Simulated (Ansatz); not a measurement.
Species: sum formula SnOCl2, net charge 0, singlet state. SMILES: [Cl][Sn]([Cl])=[O]
Geometry: optimised at B3LYP-D3(BJ)/def2-TZVP (Ansatz, a program for electronic structure).

Wanted: vertical triplet-singlet gap (E(triplet) - E(singlet); each state is the SCF solution reached for its spin), in kcal/mol. Valence correlation only, unless marked. Open shells are spin-unrestricted. Spin-orbit coupling is left out. Frozen are the shells of the preceding noble gas and the d and f shells that filled before the atom's block. Past Kr the def2 sets carry scalar-relativistic core potentials. Basis-set limits of correlation are two-point, X^-3; Hartree-Fock from the larger set. The bracket is a focal-point correction in the basis named.

```
level                                                          program  vertical triplet-singlet gap (kcal/mol)  minus last row
-------------------------------------------------------------  -------  ---------------------------------------  --------------
HF/def2-SVPD                                                    Ansatz                                     28.5           -38.9
HF/def2-QZVPPD                                                  Ansatz                                     28.6           -38.8
r2SCAN/def2-TZVPD                                               Ansatz                                     54.7           -12.7
wB97M-V/def2-TZVPD                                              Ansatz                                     56.0           -11.4
MP2/def2-SVPD                                                   Ansatz                                     76.0             8.6
RI-MP2/CBS(def2-TZVPPD,def2-QZVPPD)                             Ansatz                                     77.7            10.3
SCS-MP2/def2-TZVPPD                                             Ansatz                                     73.7             6.3
CCSD/def2-SVPD                                                  Ansatz                                     61.9            -5.5
CCSD/def2-TZVPPD                                                Ansatz                                     61.0            -6.4
RI-MP2/CBS(def2-TZVPPD,def2-QZVPPD)+[CCSD(T)-MP2]/def2-TZVPPD   Ansatz                                     67.4             0.0
```
